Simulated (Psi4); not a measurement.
**ZnCl2 (SMILES [Cl][Zn][Cl]): the HOMO–LUMO gap, rung by rung**

ZnCl2 has 3 atoms, charge 0, and is taken as a singlet. As SMILES, `[Cl][Zn][Cl]`. Geometry: optimised at PBE0/def2-TZVP.

```xyz
3

Cl    0.6437    1.9787    0.6504
Zn    0.0516    0.0859    0.0122
Cl   -0.5420   -1.8062   -0.6267
```

Quantity: the HOMO–LUMO gap, in eV. The values are calculated.

```json
{"level": "PBE-D4/def2-TZVPP (density fitting)", "kind": "GGA", "program": "Psi4", "value (eV)": "5.18", "CPU time": "30 s"}
{"level": "r2SCAN-D4/def2-TZVPP (density fitting)", "kind": "meta-GGA", "program": "Psi4", "value (eV)": "5.83", "CPU time": "56 s"}
{"level": "B3LYP-D4/def2-TZVPP (density fitting)", "kind": "global hybrid", "program": "Psi4", "value (eV)": "6.88", "CPU time": "31 s"}
{"level": "PBE0-D4/def2-TZVPP (density fitting)", "kind": "global hybrid", "program": "Psi4", "value (eV)": "7.51", "CPU time": "29 s"}
{"level": "wB97M-V/def2-TZVPP (density fitting)", "kind": "range-separated hybrid", "program": "Psi4", "value (eV)": "11.61", "CPU time": "68 s"}
```

The values span 5.18 to 11.61 eV. Orbital gaps aren't excitation energies; they tend to grow with the share of exact exchange. CPU times are rough (shared hosts, several kinds of processor and program).
